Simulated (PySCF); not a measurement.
C2H6FNSi2, SMILES N[Si@@H]1C=C[Si@@H]1F. Atoms are numbered in the order given.

```xyz
12

N      2.3259    -0.2036     0.7203
Si     0.6456    -0.5569     0.9026
C     -0.1514    -1.6599    -0.4261
C     -1.1239    -0.9081    -1.0098
Si    -1.0466     0.7394    -0.1007
F     -0.5654     1.9945    -1.0459
H      2.9451    -0.1521     1.5212
H      2.6821     0.3214    -0.0713
H      0.4985    -1.0598     2.3010
H      0.0481    -2.7020    -0.7138
H     -1.7813    -1.2887    -1.8026
H     -2.3191     1.2084     0.5258
```

Coordinates come from a B3LYP-D3(BJ)/def2-SVP optimisation. The structure was generated by enumeration; whether it is a known compound was not checked. One conformer was computed; it need not be the lowest.

Two levels are set side by side: PBE/pcSseg-1 (PySCF) and PBE0/pcSseg-1 (PySCF). GIAO shifts against CFCl3 (¹⁹F), NH3 (¹⁵N), TMS (²⁹Si), TMS (¹H), TMS (¹³C) at the same level; non-relativistic, no solvent, atoms listed together averaged. Differences are taken from unrounded values.

| quantity | PBE0 | PBE | PBE minus PBE0 |
|---|---|---|---|
| δ(¹⁵N) of N1 (ppm) | 17.6 | 22.9 | 5.3 |
| δ(²⁹Si) of Si2 (ppm) | -3.4 | -4.5 | -1.1 |
| δ(¹³C) of C3 (ppm) | 188.7 | 186.4 | -2.3 |
| δ(¹³C) of C4 (ppm) | 181.8 | 180.1 | -1.6 |
| δ(²⁹Si) of Si5 (ppm) | 44.5 | 46.3 | 1.8 |
| δ(¹⁹F) of F6 (ppm) | -209.6 | -229.0 | -19.4 |
| δ(¹H) of H9 (ppm) | 5.71 | 5.90 | 0.19 |
| δ(¹H) of H10 (ppm) | 8.62 | 8.59 | -0.04 |
| δ(¹H) of H11 (ppm) | 8.36 | 8.35 | 0.00 |
| δ(¹H) of H12 (ppm) | 6.45 | 6.78 | 0.33 |

Rough cost on one machine, each run with all the roots and properties that it gave: PBE0 against PBE within a factor of 2.
